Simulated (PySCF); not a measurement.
NMR data simulated for an unnamed compound:

1H NMR (400 MHz, computed): δ 6.89 (m, 1H), 5.75 (d, 1H), 3.99 (m, 1H), 3.85 (q, 2H), 3.85 (m, 1H), 1.87 (m, 1H), 1.35 (t, 3H), 0.82 (m, 2H), 0.44 (m, 2H).

13C{1H} NMR (computed): δ 151.5 (CH), 131.5 (CH), 82.8 (CH2), 43.7 (CH2), 13.7 (CH3), 12.3 (CH), 9.5 (CH2).

Theoretical values (PySCF 2.14): PBE0/pcSseg-1 with gauge-including orbitals, geometry: GFN2-xTB. No solvent model, equivalent nuclei averaged, a single conformation, no relativistic terms.

δ = σ(ref) − σ, references computed at the same level: 1H, 13C vs TMS.

Which of these does the molecule contain: a CH3CH2 unit, a ketone, a three-membered ring, an S-methyl group, a non-aromatic C=C double bond, an OH group?

Results:


- A CH3CH2 unit: yes (δC 13.7, 43.7; δH 1.35 (t), 3.85 (q)).
- A ketone: no.
- A three-membered ring: yes.
- An S-methyl group: no.
- A non-aromatic C=C double bond: yes.
- An OH group: no.

The data belong to `CCN(C=C)/N=C\C1CC1`, C$_{8}$H$_{14}$N$_{2}$; they needn't prove each group on their own.

Carbon signals by region: 2 in the sp2 and nitrile region (100–160 ppm), 1 at 50–100 ppm, 4 below 50 ppm.

Shifts are as computed. Against solution values, carbons near 30 ppm lie about +3 ppm off and those near 130 ppm about +5 ppm. Of 1211 compounds with measured shifts, 218 miss one by over three times the rms of a fit or turn the order of signals round; such compounds aren't used in these exercises. No couplings were computed; multiplicities are counted from neighbouring protons, with m where these are inequivalent, close in shift, in a saturated or five-membered ring or joined by F or P, and br s for small geminal =CH2 splittings.
